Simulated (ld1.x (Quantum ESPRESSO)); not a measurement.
## Cr (Z = 24): variants of one RRKJ potential

Base potential:

| Property | Result |
| --- | --- |
| Element | chromium |
| Generator | ld1.x (Quantum ESPRESSO) 7.5 |
| Type | norm-conserving RRKJ (Kleinman–Bylander form) |
| Functional | PBEsol |
| Relativity | scalar-relativistic |
| Frozen core | [Ne] |
| Valence charge | 14 |
| Reference configuration | 3s2 3p6 3d3 4s0 4p0 (charge +3) |
| Partial waves | 3p (bound): rc 1.45 bohr; 3d (bound): rc 1.60 bohr; 3s (bound): rc 0.80 bohr |
| Local potential | the s channel |
| Core correction | Bessel-smoothed model core, default radius (core density twice the valence density) |
| rho0 | 0.001 |

Cutoffs, loose and tight: the cutoffs (Ry, on a coarse ladder) from which the occupation-weighted sum of valence levels, in a spherical-Bessel basis at the reference potential, stays within 10 and 1 mRy of its value at 400 Ry. They do not see the model core or the augmentation charge, which bear on the density cutoff. Test errors are all-electron minus pseudo excitation energies from the reference, over the configurations 3s2 3p6 3d5 4s1 4p0; 3s2 3p6 3d5 4s0 4p0; 3s2 3p6 3d4 4s0 4p0; 3s2 3p6 3d5.5 4s0.5 4p0; 3s2 3p6 3d5 4s0.5 4p0; 3s2 3p6 3d4 4s1 4p0; 3s2 3p6 3d6 4s0 4p0. A dash means not determined; rows that change the core or the reference have their own tests.

The default core radius of the base comes out at 0.45 bohr.

```csv
change,outcome,"cutoff, loose","cutoff, tight",bound ghosts,largest test error (meV)
base,generated,160 Ry,300 Ry,none,+85
functional PBE,generated,160 Ry,300 Ry,none,+85
"all radii but the core radius scaled by about 0.91 (s 0.72, p 1.32, d 1.46 bohr)",generated,180 Ry,over 300 Ry,none,+71
"type PAW; waves now 3s (bound): rc 0.80 bohr; 4s (bound): rc 0.80 bohr; 3p (bound): rcut 1.25, rcutus 1.45 bohr; 4p (bound): rcut 1.25, rcutus 1.45 bohr; 3d (bound): rcut 1.40, rcutus 1.60 bohr; 3d channel at -2.1 Ry: rcut 1.40, rcutus 1.60 bohr; local potential all-electron potential smoothed inside 1.15 bohr (lloc = -1); augmentation PSQ, inside the norm-conserving radii; rho0 0",failed: invmat: error in DGETRF,–,–,–,–
wave 3d (bound): rc 1.60 bohr becomes 3d (bound): rc 1.28 bohr,generated,160 Ry,300 Ry,none,+53
core correction none,generated,160 Ry,300 Ry,none,+85
reference 3s2 3p6 3d5 4s0 4p0,generated,160 Ry,300 Ry,none,-106
wave 3p (bound): rc 1.45 bohr becomes 3p (bound): rc 1.56 bohr,generated,160 Ry,300 Ry,none,+80
wave 3p (bound): rc 1.45 bohr becomes 3p (bound): rc 1.46 bohr,generated,160 Ry,300 Ry,none,+85
```

Question: What comes out with this change to the base: wave 3s (bound): rc 0.80 bohr becomes 3s (bound): rc 1.08 bohr?

Answer: outcome: generated; cutoff, loose: 120 Ry; cutoff, tight: 200 Ry; bound ghosts: none; largest test error (meV): +197.
